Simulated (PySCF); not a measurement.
What builds the first ionisation energy along the 3d series

Calculated with PySCF 2.14 from differences of total energies of unrestricted determinants, without spin-orbit coupling. Each column adds one step, in eV (sums use unrounded values): valence MP2, valence CCSD, valence triples, then the next inner shell at CCSD(T) (Sc 3s 3p, Ti 3s 3p, V 3s 3p, Cr 3s 3p, Mn 3s 3p, Fe 3s 3p, Co 3s 3p, Ni 3s 3p, Cu 3s 3p, Zn 3s 3p). References (NIST) marked * lie between the lowest fine-structure levels; the others compare directly ((s) semi-empirical, (t) theoretical).

```csv
element,UHF,+ MP2,+ CCSD,+ (T),+ inner shell,sum,reference
"Sc [Ar] 3d1 4s2 → [Ar] 3d1 4s1 (x2c-TZVPPall, spin-free X2C)",5.394,0.706,0.254,0.030,0.164,6.548,6.562
"Ti [Ar] 3d2 4s2 → [Ar] 3d2 4s1 (x2c-TZVPPall, spin-free X2C)",5.560,0.790,0.261,0.047,0.129,6.787,6.828
"V [Ar] 3d3 4s2 → [Ar] 3d4 (x2c-TZVPPall, spin-free X2C)",6.167,0.367,0.233,0.045,-0.013,6.799,6.732
"Mn [Ar] 3d5 4s2 → [Ar] 3d5 4s1 (x2c-TZVPPall, spin-free X2C)",6.027,0.929,0.238,0.070,0.047,7.311,7.434
"Fe [Ar] 3d6 4s2 → [Ar] 3d6 4s1 (x2c-TZVPPall, spin-free X2C)",6.436,1.003,0.205,0.085,0.040,7.769,7.904
"Co [Ar] 3d7 4s2 → [Ar] 3d8 (x2c-TZVPPall, spin-free X2C)",8.291,-0.934,0.652,-0.010,-0.043,7.957,7.869
"Ni [Ar] 3d8 4s2 → [Ar] 3d9 (x2c-TZVPPall, spin-free X2C)",8.223,-1.299,0.852,-0.025,-0.100,7.650,7.640 *
"Cu [Ar] 3d10 4s1 → [Ar] 3d10 (x2c-TZVPPall, spin-free X2C)",6.598,0.915,-0.143,0.122,0.019,7.512,7.726
"Zn [Ar] 3d10 4s2 → [Ar] 3d10 4s1 (x2c-TZVPPall, spin-free X2C)",7.791,1.258,0.063,0.111,0.010,9.232,9.394
```

Task: Estimate the missing row, Cr [Ar] 3d5 4s1 → [Ar] 3d5 (x2c-TZVPPall, spin-free X2C).

Result: The calculation gives UHF 6.016; + MP2 0.473; + CCSD 0.017; + (T) 0.032; + inner shell 0.189; sum 6.727. The reference value is 6.767.

What remains against the references is mostly basis incompleteness and, for starred values, spin-orbit coupling.

These are valence bases, so the inner-shell step is incomplete.
